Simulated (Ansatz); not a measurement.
Computed with Ansatz on PBE0-D4/def2-TZVP structures; ΔE is electronic, products minus reactants. CCSD(T)/CBS adds triple-zeta CCSD(T) − MP2 to the extrapolated MP2 energy (def2 sets, frozen cores). Functionals use def2-TZVPP. B3LYP here is the variant with VWN-RPA as its local correlation; programs differ in this. HSE06 is defined as in plane-wave codes. For Se outer-core shells are correlated without core-valence functions, which leaves a few kJ/mol of doubt a bond. Scalar relativity is left out up to krypton. One conformer a species, not always the lowest.

Reaction (substitution at a C–Se bond): `C[Se][SiH2]N` + `CSS` → `CSSC` + `N[SiH2][SeH]`

(1) Is it downhill or uphill in electronic energy at CCSD(T)/CBS, and by how much? (Best estimate.)

(2) What do these levels give: revPBE-D4, B97M-V, HSE06-D4, ωB97M-V, PBE, r2SCAN, B3LYP, r2SCANh, r2SCAN0, HSE06, RPA@PBE/def2-TZVPP, CCSD(T)/def2-TZVPP? (Best estimate.)

Largest T1 diagnostic among the species: 0.011.

Answers

(1) The calculation gave: Downhill: ΔE = -2.3 kcal/mol.

(2) Computed: revPBE-D4 -2.7, B97M-V -2.8, HSE06-D4 -2.6, ωB97M-V -2.3, PBE -2.9, r2SCAN -3.0, B3LYP -2.5, r2SCANh -2.9, r2SCAN0 -2.9, HSE06 -2.8, RPA@PBE/def2-TZVPP -1.2, CCSD(T)/def2-TZVPP -1.7 kcal/mol.

Leaving LDA and LC-ωPBE aside and taking each functional with its dispersion term where it has one, the values, not all of them listed here, spread over 0.8 kcal/mol, from r2SCAN-D4 to BHLYP-D4. LDA lies −0.8 kcal/mol from PBE without D4. At CCSD(T), def2-SVP lies −0.8 kcal/mol from the extrapolated value and def2-TZVPP +0.6 kcal/mol.
